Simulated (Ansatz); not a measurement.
Reaction (hydrogenolysis of the Si–Cl bond): `OC[SiH](Cl)[SeH]` + H₂ → `OC[SiH2][SeH]` + HCl

Calculated with Ansatz (gas phase, PBE0-D4/def2-TZVP geometries, no zero-point term in ΔE). CCSD(T)/CBS is the MP2 limit (def2-TZVPP, def2-QZVPP) plus CCSD(T) − MP2 in def2-TZVPP, frozen cores. This one scheme is used for every species. Functionals use def2-TZVPP. For Se outer-core shells are correlated without core-valence functions, which leaves a few kJ/mol of doubt a bond. Scalar relativity is left out up to krypton. One conformer a species, not always the lowest.

```json
{"level": "BHLYP-D4", "ΔE (kJ/mol)": "79.2", "difference from CCSD(T)/CBS": "-2.6"}
{"level": "CAM-B3LYP-D4", "ΔE (kJ/mol)": "76.7", "difference from CCSD(T)/CBS": "-5.1"}
{"level": "PBE", "ΔE (kJ/mol)": "80.3", "difference from CCSD(T)/CBS": "-1.5"}
{"level": "revPBE", "ΔE (kJ/mol)": "77.9", "difference from CCSD(T)/CBS": "-3.9"}
{"level": "BLYP", "ΔE (kJ/mol)": "73.9", "difference from CCSD(T)/CBS": "-7.9"}
{"level": "r2SCANh", "ΔE (kJ/mol)": "85.8", "difference from CCSD(T)/CBS": "4.0"}
{"level": "LC-ωPBE", "ΔE (kJ/mol)": "73.5", "difference from CCSD(T)/CBS": "-8.3"}
{"level": "CCSD/def2-SVP", "ΔE (kJ/mol)": "61.2", "difference from CCSD(T)/CBS": "-20.6"}
{"level": "SCS-MP2/def2-TZVPP", "ΔE (kJ/mol)": "79.5", "difference from CCSD(T)/CBS": "-2.3"}
{"level": "CCSD/def2-TZVPP", "ΔE (kJ/mol)": "70.9", "difference from CCSD(T)/CBS": "-10.9"}
{"level": "CCSD(T)/CBS", "ΔE (kJ/mol)": "81.8", "difference from CCSD(T)/CBS": "0"}
```

Largest T1 diagnostic among the species: 0.010.

Leaving LDA and LC-ωPBE aside and taking each functional with its dispersion term where it has one, the values, not all of them listed here, spread over 13.4 kJ/mol, from CAM-B3LYP-D4 to revPBE-D4. At CCSD(T), def2-SVP lies −17.2 kJ/mol from the extrapolated value and def2-TZVPP −5.8 kJ/mol. From PBE to PBE0 (25 % exact exchange), in def2-TZVPP and without D4, ΔE moves by −3.4 kJ/mol.

CCSD(T)/CBS has its own doubt, a few kJ/mol and more with outer-core shells, so smaller differences from it don't rank the levels.
